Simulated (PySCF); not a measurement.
# Bond lengths and vibrations by method: Cl2GeH2O

These are calculations, not measurements. They come from PySCF 2.14.0, an open-source quantum chemistry program, on an isolated molecule that a program drew, which may never have been made. The molecule is Cl2GeH2O (charge 0, singlet), drawn as the SMILES string `[OH][GeH]([Cl])[Cl]`.

The geometry was optimised and harmonic frequencies were computed with HF and MP2, all in the cc-pV(D+d)Z basis, for the commonest isotopes, with a restricted reference for singlets and an unrestricted one otherwise, and a frozen core in MP2. Germanium has the cc-pVDZ-PP basis, with a core potential (ECP10MDF) in place of its 10 inner electrons, and its 3s, 3p and 3d shells are frozen in MP2. Each result is a local minimum of its method.

Geometry at the HF minimum:
```xyz
6
Cl2GeH2O, angstrom
O    -0.1220    1.0775    2.1817
Ge    0.5214    1.7627    0.7102
Cl   -0.9471    1.6240   -0.8476
Cl    0.9246    3.8489    1.0071
H    -0.9182    1.4678    2.5170
H     1.7760    1.0192    0.3360
```

Lengths of the bonds as drawn, in Å (atoms numbered as above):
| bond | HF | MP2 |
|---|---|---|
| O1-Ge2 | 1.746 | 1.778 |
| Ge2-Cl3 | 2.145 | 2.151 |
| Ge2-Cl4 | 2.145 | 2.151 |
| O1-H5 | 0.948 | 0.971 |
| Ge2-H6 | 1.506 | 1.516 |

Rotational constants, in GHz:
```
constant,HF,MP2
A,3.752,3.66
B,2.2,2.199
C,1.575,1.553
```

Harmonic frequencies in cm^-1, each column in rising order, so a row needn't be the same motion in every method:
| rank | HF | MP2 |
|---|---|---|
| 1 | 161 | 153 |
| 2 | 171 | 168 |
| 3 | 230 | 215 |
| 4 | 272 | 270 |
| 5 | 439 | 429 |
| 6 | 451 | 447 |
| 7 | 765 | 723 |
| 8 | 771 | 730 |
| 9 | 794 | 745 |
| 10 | 973 | ? |
| 11 | 2362 | 2285 |
| 12 | 4142 | 3836 |

**Estimate the missing MP2 frequency from the HF column.**

A single factor s that minimises the squared misfit of MP2 against s times HF over the other rows is sum(HF x MP2) / sum(HF^2) = 0.9377, with an rms misfit of 28 cm^-1. For rank 10 it gives 0.9377 x 973 = 912 cm^-1. The calculation gives 950 cm^-1, 38 cm^-1 above the estimate. The drawn bonds are on average 1.1 % longer in MP2 than in HF.
